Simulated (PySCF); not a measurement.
(E)-1-chloro-1-fluoroprop-1-ene (C₃H₄ClF), SMILES C(=C(\Cl)F)/C. Geometry optimised at B3LYP-D3(BJ)/def2-SVP.

Computed equilibrium geometry at B3LYP-D3(BJ)/def2-SVP (PySCF confirms it by a frequency run) as Cartesian coordinates in Å, and its point group:
point group Cs.
```xyz
9

C      0.2671     2.3993     0.0000
C      0.7048     0.9662     0.0000
C     -0.1345    -0.0695     0.0000
F     -1.4598     0.0697     0.0000
Cl     0.3445    -1.7344     0.0000
H      0.6564     2.9294     0.8859
H     -0.8279     2.4877     0.0000
H      0.6564     2.9294    -0.8859
H      1.7717     0.7346     0.0000
```
Charge 0, spin multiplicity 1.
